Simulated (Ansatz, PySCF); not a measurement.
Reaction (SMILES): II [molecular iodine] → 2 I atom (the I-I bond at the site shown breaks; other sites are not compared here)
Each molecule is optimised on its own at B3LYP-D3(BJ)/def2-TZVP (Ansatz, a quantum-chemistry and plane-wave program).
Geometry of the first species:
SMILES: II
```xyz
2

I      0.0000     0.0000    -1.3474
I      0.0000     0.0000     1.3474
```
Charge 0, spin multiplicity 1.

Wanted: bond dissociation energy (enthalpy at 298 K, with B3LYP-D3(BJ) rigid-rotor harmonic-oscillator terms from PySCF), in kJ/mol. Correlated levels leave the core frozen unless marked. UHF or UKS for open shells. Spin-orbit coupling is left out. Frozen are the shells of the preceding noble gas and the d and f shells that filled before the atom's block. In def2 rows, elements after Kr have scalar-relativistic effective core potentials. CBS(X,Y): correlation extrapolated as X^-3; Hartree-Fock from the larger set.

| level | program | bond dissociation energy (kJ/mol) |
|---|---|---|
| BP86-D3(BJ)/def2-TZVPD | PySCF + dftd3 | (withheld) |
| M06-L/def2-TZVPD | PySCF | 202.9 |
| r2SCAN-D3(BJ)/def2-TZVPD | Ansatz + dftd3 | 197.1 |
| B3LYP-D4/def2-TZVPD | Ansatz + dftd4 | 191.8 |
| PBE0-D4/def2-TZVP | Ansatz + dftd4 | 199.8 |
| PBE0-D4/def2-TZVPD | Ansatz + dftd4 | 201.2 |
| PBE0/def2-TZVP | Ansatz | 195.1 |
| BHLYP-D3(BJ)/def2-TZVPD | Ansatz + dftd3 | 170.7 |
| TPSSh-D3(BJ)/def2-TZVPD | PySCF + dftd3 | 207.7 |
| r2SCAN0/def2-TZVPD | Ansatz | 180.9 |
| PW6B95/def2-TZVPD | PySCF | (withheld) |
| B2GP-PLYP-D4/def2-TZVPD | Ansatz + dftd4 | (withheld) |
| RPA@PBE/def2-QZVPP | Ansatz | (withheld) |
| SCS-MP2/def2-QZVPPD | Ansatz | 187.7 |
| CCSD/def2-QZVPP | Ansatz | 172.6 |
| CCSD(T)/CBS(def2-TZVPPD,def2-QZVPPD) | Ansatz | 197.3 |

What belongs in the gaps?


- BP86-D3(BJ)/def2-TZVPD, bond dissociation energy (kJ/mol): 220.8
- PW6B95/def2-TZVPD, bond dissociation energy (kJ/mol): 195.8
- B2GP-PLYP-D4/def2-TZVPD, bond dissociation energy (kJ/mol): 179.3
- RPA@PBE/def2-QZVPP, bond dissociation energy (kJ/mol): 147.9
